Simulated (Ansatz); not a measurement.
Input:

```yaml
crystal:
  periodic: [false, false, false]
  atoms:
    - { symbol: B, position_ang: [-0.070529, -0.29793, -0.085023] }
    - { symbol: H, position_ang: [0.028526, -0.45151, 1.101313] }
    - { symbol: O, position_ang: [0.961844, -0.455988, -0.951848] }
    - { symbol: H, position_ang: [1.815173, -0.673291, -0.536816] }
    - { symbol: F, position_ang: [-1.290017, -0.059257, -0.598166] }
    - { symbol: F, position_ang: [0.208235, 2.024292, 0.876612] }
    - { symbol: H, position_ang: [0.059268, 1.363984, 1.519428] }
basis:
  gaussian: { orbitals: def2-SVPD }
hamiltonian:
  xc: blyp
relax:
  f_tol: 0.03
  max_steps: 50
```

Run as:

```bash
$ ansatz run input.yaml --threads 2 --pin off --max-ram 3072MiB --backend cpu --events-out ev --progress --plain --runs-dir out
```

Hardware: 2 threads of Arm Neoverse V2, with other jobs on the host.

Question: Roughly how long does this run take, and how much memory?

Answer: 74 s, with a peak of 0.11 GiB, for 48 ionic steps.
